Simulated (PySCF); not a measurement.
Isomers of C7H9FO. The calculation used PySCF, TDDFT CAM-B3LYP/def2-SVPD, vertical, gas phase, core orbitals frozen in the response. Geometries: PBE0-D3(BJ)/def2-SVP; one conformer of each isolated species. Triplets are in the Tamm–Dancoff approximation.

A. `C=CC1(C(=O)F)CCC1`
B. `C#C[C@@H]1CC[C@@]1(F)OC`
C. `C[C@H]1CC=C(F)C(=O)C1`

Lowest singlet levels (six at most, fewer where fewer were computed) with oscillator strengths:

1. 195 nm (f 0.000); 188 nm (f 0.007); 187 nm (f 0.003); 167 nm (f 0.034); 162 nm (f 0.038); 155 nm (f 0.022); T1 5.23 eV
2. 314 nm (f 0.000); 221 nm (f 0.249); 177 nm (f 0.000); 169 nm (f 0.005); 167 nm (f 0.008); 166 nm (f 0.044)
3. 213 nm (f 0.019); 183 nm (f 0.111); 166 nm (f 0.015); 164 nm (f 0.056); 162 nm (f 0.226); 159 nm (f 0.009); T1 4.27 eV

Question: Match each spectrum to its molecule.

Answer: 1 = B, 2 = C, 3 = A.
- A: S1 at 5.81 eV, HOMO-1→LUMO (40%), HOMO→LUMO (31%), HOMO-1→LUMO+2 (8%); Löwdin shares by element: HOMO carbon 71% or more, oxygen 5% (atoms not listed hold the other 24%); LUMO carbon 53% or more, oxygen 20% (atoms not listed hold the other 27%); HOMO -9.21 and LUMO 0.30 eV.
- B: S1 at 6.34 eV, HOMO-1→LUMO+1 (29%), HOMO-1→LUMO+2 (14%), HOMO→LUMO+5 (10%); Löwdin shares by element: HOMO carbon 63% or more, oxygen 14% (atoms not listed hold the other 22%); LUMO carbon 29% or more, hydrogen 12% or more (atoms not listed hold the other 59%); HOMO -8.90 and LUMO 1.25 eV.
- C: S1 at 3.94 eV, HOMO→LUMO (80%), HOMO-1→LUMO (14%); Löwdin shares by element: HOMO oxygen 51%, carbon 30% or more (atoms not listed hold the other 18%); LUMO carbon 60% or more, oxygen 22% (atoms not listed hold the other 18%); HOMO -8.99 and LUMO -0.62 eV.
